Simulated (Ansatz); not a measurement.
The same redistribution along the group V, Nb, Ta.

Computed with Ansatz on PBE0-D4/def2-TZVP structures; ΔE is electronic, products minus reactants. CCSD(T)/CBS adds triple-zeta CCSD(T) − MP2 to the extrapolated MP2 energy (def2 sets, frozen cores). DFT in def2-TZVPP. def2 core potentials past Kr. For Cd, Nb, Ta, V outer-core shells are correlated without core-valence functions, which leaves a few kJ/mol of doubt a bond. Scalar relativity is left out up to krypton. Each species was taken in one conformer, which may not be the lowest.

```csv
reaction,PBE-D4 (kJ/mol),LDA (SPW92) (kJ/mol),CCSD(T)/def2-SVP (kJ/mol),ωB97M-V (kJ/mol),CCSD(T)/CBS(def2) (kJ/mol)
`[NH]=[V]([NH2])([Cl])[Cl]` + `[NH2][Cd][Cl]` → `[NH]=[V]([Cl])([Cl])[Cl]` + `[NH2][Cd][NH2]`,81,78,101,97,96
`[NH]=[Nb]([NH2])([Cl])[Cl]` + `[NH2][Cd][Cl]` → `[NH]=[Nb]([Cl])([Cl])[Cl]` + `[NH2][Cd][NH2]`,69,66,85,82,79
`[NH]=[Ta]([NH2])([Cl])[Cl]` + `[NH2][Cd][Cl]` → `[NH]=[Ta]([Cl])([Cl])[Cl]` + `[NH2][Cd][NH2]`,71,69,86,83,81
```

Largest T1 diagnostic: 0.030, for `[NH]=[V]([NH2])([Cl])[Cl]`, so its coupled-cluster energy is less sure.
